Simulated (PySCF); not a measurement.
C2H6Si, SMILES C[Si]C (connectivity only; charge and spin as stated), neutral, multiplicity 1. Geometry optimised at PBE-D3(BJ)/def2-TZVP. The isomer is the one that the SMILES or the coordinates give; other isomers of the formula were not compared.

Level of theory: PySCF with PBE-D3(BJ)/def2-TZVP.

Harmonic wavenumbers (cm⁻¹): 109, 124, 249, 486, 539, 639, 643, 706, 829, 1189, 1198, 1368, 1372, 1397, 1403, 2918, 2921, 2997, 3003, 3056, 3056. Rotational constants (GHz): 16.70, 7.000, 5.252; symmetry number 2.

Q: Work out the zero-point energy and the ideal-gas rigid-rotor harmonic-oscillator thermochemistry at 298.15 K and 1 atm.

A: ZPE = ½ Σ hcν = ½ × 30202 cm⁻¹ = 43.18 kcal/mol. H − E(el) = 47.33 kcal/mol. Entropy in cal/(mol K): translation 38.10, rotation 22.40, vibration 10.73, total 71.23. G − E(el) = 26.10 kcal/mol. Cp = 20.21 cal/(mol K). Modes under 150 cm⁻¹ make the vibrational entropy uncertain.
